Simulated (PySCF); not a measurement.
Cl3H3HfOSi, SMILES [SiH3][O][Hf]([Cl])([Cl])[Cl] (connectivity only; charge and spin as stated), charge -1, multiplicity 2. Atoms are numbered in the order given.

```xyz
9

Hf     0.0358     0.1242     0.2177
Cl     1.8779     1.1389     1.4950
Cl    -0.2377    -1.7971     1.7116
Cl    -0.9174     2.2545    -0.5249
O     -0.4261    -0.8657    -1.4374
Si    -0.6600    -1.6672    -2.8439
H     -2.1033    -2.0250    -3.0347
H      0.1283    -2.9428    -2.8887
H     -0.2419    -0.8421    -4.0248
```
Charge -1, spin multiplicity 2.

Geometry: PBE0-D3(BJ)/def2-SVPD. The geometry has at least one imaginary mode, so it is a saddle point at that level. The spin state was assumed, not searched. The isomer is the one that the SMILES or the coordinates give; other isomers of the formula were not compared. The def2 effective core potentials stand for the cores of Hf; spin–orbit coupling is left out. The values are those of a single conformer.

Calculation: PBE/def2-SVPD in PySCF.

Isolated molecule, no solvent. A positive occupied level means that this level leaves the electron formally unbound; only the finite basis holds it.

| Property | Value |
|---|---|
| total energy | -1794.18438 hartree |
| α spin, highest occupied and lowest empty level | 0.28 and 1.85 eV |
| β spin, highest occupied and lowest empty level | -3.15 and 1.59 eV |
| dipole moment about the centre of nuclear charge | 0.525 e·Å |
| mean static polarisability | 152.9 bohr³ (22.65 Å³) |
| polarisability, principal values | 143.5, 151.0, 164.1 bohr³ |
| ⟨S²⟩ | 0.752 (pure state 0.75) |
